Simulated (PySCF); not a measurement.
BrGaH3N, SMILES [NH2][GaH][Br].

Geometry optimised at B3LYP-D3(BJ)/def2-SVP. The structure was generated by enumeration; whether it is a known compound was not checked. Other conformers were not sampled.

Two levels are set side by side: TDA-PBE/def2-SVPD (PySCF) and TDA-PBE0/def2-SVPD (PySCF). Vertical, same geometry. The lowest singlet is HOMO−1→LUMO 69 %, HOMO→LUMO+1 30 % with PBE and HOMO−1→LUMO 98 % with the other functional; states are paired by order. Differences are taken from unrounded values.

```csv
quantity,TDA-PBE0
lowest singlet excitation (eV),5.91
lowest triplet excitation (TDA) (eV),4.88
first bright state (f over 0.05) (eV),6.04
its oscillator strength,0.08
```

Q: What does TDA-PBE give, and how far is it from TDA-PBE0? (An estimate is asked for; the answer gives what the named calculation found.)

A: 
```csv
quantity,TDA-PBE,TDA-PBE minus TDA-PBE0
lowest singlet excitation (eV),5.23,-0.68
lowest triplet excitation (TDA) (eV),4.39,-0.49
first bright state (f over 0.05) (eV),5.46,-0.58
its oscillator strength,0.06,-0.02
```

Functionals without exact exchange tend to place singlet excitations lower, as here. Differences between two approximate levels are no errors against the true value.

Rough cost on one machine, each run with all the roots and properties that it gave: TDA-PBE0 against TDA-PBE about 2 times.
